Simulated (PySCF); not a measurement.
**BClH5PSi: core ionisation energies**

Species: BClH₅PSi.
Geometry (PBE0-D3(BJ)/def2-SVP, Å), atoms numbered from 1 in this order:
```xyz
9
BClH5PSi angstrom
B      0.8954    0.0172   -0.8779
P      2.2950   -0.7015   -1.8580
Si     4.1485    0.0408   -0.8601
Cl     5.7915   -0.8837   -1.7093
H      0.9486   -0.0380    0.3266
H     -0.0980    0.4032   -1.4408
H      2.2953   -0.0581   -3.1229
H      4.0403   -0.3463    0.5725
H      4.3539    1.5085   -1.0026
```

Theory: delta-SCF UKS SCAN, pcX-2 on the ionised atom, pcseg-1 elsewhere, spin-free X2C (PySCF). These are vertical core ionisation energies against the vacuum level, from separate self-consistent calculations with and without the core hole.

**Question.** List the computed XPS lines with their assignment.

**Answer.** 
```
atom(s)                  environment     level  binding energy (eV)  2p1/2 (eV)  count
    Si3       chlorine-bound silicon  Si 2p3/2               108.01      108.64      1
     P2  three-coordinate phosphorus   P 2p3/2               136.37      137.26      1
    Cl4       silicon-bound chlorine  Cl 2p3/2               206.05      207.70      1
    Si3       chlorine-bound silicon     Si 1s              1847.88           –      1
     P2  three-coordinate phosphorus      P 1s              2149.84           –      1
    Cl4       silicon-bound chlorine     Cl 1s              2828.63           –      1
```

**Question.** Give the binding energy of Si 1s of Si3 in hartree and in kJ/mol.

**Answer.** 1847.88 eV = 67.9083 Eh = 178293 kJ/mol.

**Question.** Which photon energy gives electrons from Si 1s of Si3 a kinetic energy of 100 eV, and what is their de Broglie wavelength?

**Answer.** hν = 1847.88 + 100 = 1947.88 eV, recoil neglected; λ = 12.264 Å/√(E/eV) = 1.23 Å.

Not every level is listed. Spin–orbit and ligand-field terms were added within each 2p shell after the spin-free SCF. 2p1/2 minus 2p3/2 (ligand field included): P 0.89 eV, Si 0.63 eV, Cl 1.65 eV. No level of boron is listed. Geometry: PBE0-D3(BJ)/def2-SVP, one conformer, isolated molecule.
